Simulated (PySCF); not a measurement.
Compound: H4OSeSi.
Bonds: O1–Si2, Si2–Se3. Hydrogens: H4 on O1; H5, H6 on Si2; H7 on Se3.

Method: PySCF 2.14.0, PBE0-D3(BJ)/def2-SVP geometry optimisation, gas phase; density fitting, grid level 1; the optimiser is geomeTRIC in internal coordinates, started from a GFN2-xTB structure with every atom displaced at random (about 0.01 Å).

Step 0: E = -75315.7636 eV
```
atom  x, y, z in Å  |  force x, y, z in eV/Å
O1     -1.2024   -0.7573    0.2827   -0.880  -0.242   1.123
Si2    -0.3031    0.5721    0.0745    1.196  -0.275  -0.186
Se3     1.7418   -0.0292   -0.7668    0.021   0.530  -0.666
H4     -1.3033   -1.4019   -0.3928   -0.094  -0.777  -0.962
H5     -0.8079    1.4881   -0.9418   -0.210   0.546  -0.316
H6     -0.1624    1.0830    1.4266   -0.031   0.536   0.490
H7      2.0712   -0.9839    0.2675   -0.001  -0.319   0.518
```

Problem. Estimate the geometry and energy of step 1. (The exact step hangs on the optimiser's Hessian estimate; all steps are aligned on step 0, rigid shifts and turns removed.)

Solution. E = -75315.8743 eV, largest force 0.413 eV/Å
```
atom  x, y, z in Å  |  force x, y, z in eV/Å
O1     -1.2676   -0.8045    0.2972   -0.009  -0.266  -0.174
Si2    -0.2610    0.4956    0.0812   -0.094   0.335  -0.099
Se3     1.7623   -0.0310   -0.8252    0.041  -0.276   0.304
H4     -1.3682   -1.4181   -0.4453    0.054   0.243   0.226
H5     -0.7855    1.5044   -0.8890   -0.027  -0.066  -0.047
H6     -0.1375    1.1458    1.4118    0.030  -0.147   0.047
H7      2.0914   -0.9214    0.3194    0.005   0.177  -0.256
```

The energy changes by -0.1107 eV. The first-order estimate −F·Δx gives -0.2829 eV and the mean of the old and new forces, exact on a quadratic surface, -0.1060 eV. The step makes an angle of 59° with the force vector and moves no atom by more than 0.088 Å.

What follows is the cost of the whole optimisation. Time: 12 s wall; peak memory 0.36 GiB. Hardware: Arm Neoverse V1, one thread, on a shared host.
